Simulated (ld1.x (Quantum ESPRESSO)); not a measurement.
O (Z = 8), ultrasoft: configuration errors across variants

```
Element                 : O (Z = 8)
Generator               : ld1.x (Quantum ESPRESSO) 7.5
Type                    : ultrasoft
Functional              : PBE
Relativity              : scalar-relativistic
Frozen core             : [He]
Valence charge          : 6
Reference configuration : 2s2 2p4
Partial waves           : 2s (bound): rcut 0.70, rcutus 0.75 bohr; 2s channel at 2.1 Ry: rcut 0.70, rcutus 0.75 bohr; 2p (bound): rcut 0.95, rcutus 1.15 bohr; 2p channel at -0.35 Ry: rcut 0.95, rcutus 1.15 bohr; 3d channel at -0.2 Ry: rcut 0.95, rcutus 1.15 bohr; 3d channel at 1.3 Ry: rcut 0.95, rcutus 1.15 bohr
Local potential         : all-electron potential smoothed inside 1.05 bohr (lloc = -1)
Core correction         : none
Augmentation charge     : built from norm-conserving waves at rcut, not smoothed further
```

All-electron excitation energies from the reference (eV): (1) 2s2 2p3 16.431; (2) 2s2 2p2 50.017; (3) 2s2 2p1 103.886; (4) 2s1 2p4 31.659; (5) 2s0 2p6 29.937; (6) 2s2 2p0 180.791; (7) 2s2 2p3.5 6.286.

1 further variants failed, have other tests or too few solved ones, and are left out.

A true bound ghost makes a file unfit for plane-wave use even where its test errors are small: the radial tests pick states by their node count and pass the ghost by.

Errors AE − PS in meV (a dash: test not solved or not reliable):

| change | (1) | (2) | (3) | (4) | (5) | (6) | (7) | bound ghosts |
| --- | --- | --- | --- | --- | --- | --- | --- | --- |
| base | +2.2 | +28 | +151 | +1.6 | +35 | +628 | +0.1 | none |
| all radii scaled by about 0.85 (s 0.64, p 0.98, d 0.98 bohr, rcut 0.60/0.82/0.82); local potential all-electron potential smoothed inside 0.90 bohr (lloc = -1) | +1.9 | +24 | +130 | +5.3 | +44 | +552 | 0.0 | s |
| all radii scaled by about 0.94 (s 0.70, p 1.08, d 1.08 bohr, rcut 0.66/0.90/0.90); local potential all-electron potential smoothed inside 0.98 bohr (lloc = -1) | +2.1 | +26 | +140 | +2.4 | +35 | +585 | +0.1 | none |
| all radii scaled by about 1.11 (s 0.84, p 1.28, d 1.28 bohr, rcut 0.78/1.06/1.06); local potential all-electron potential smoothed inside 1.18 bohr (lloc = -1) | +3.7 | +41 | +211 | -1.3 | +37 | +820 | +0.4 | none |
| all radii scaled by about 1.30 (s 0.98, p 1.50, d 1.50 bohr, rcut 0.92/1.24/1.24); local potential all-electron potential smoothed inside 1.38 bohr (lloc = -1) | +7.0 | +71 | +358 | -10 | +48 | +1296 | +0.9 | none |
| all radii scaled by about 1.36 (s 1.02, p 1.56, d 1.56 bohr, rcut 0.96/1.30/1.30); local potential all-electron potential smoothed inside 1.44 bohr (lloc = -1) | +13 | +114 | +490 | -9.4 | +54 | +1539 | +1.8 | none |

**Question.** Give the same row for: all radii scaled by about 1.20 (s 0.90, p 1.38, d 1.38 bohr, rcut 0.84/1.14/1.14); local potential all-electron potential smoothed inside 1.26 bohr (lloc = -1).

**Answer.** +3.2, +39, +226, -5.4, +40, +947, +0.3; bound ghosts: none.
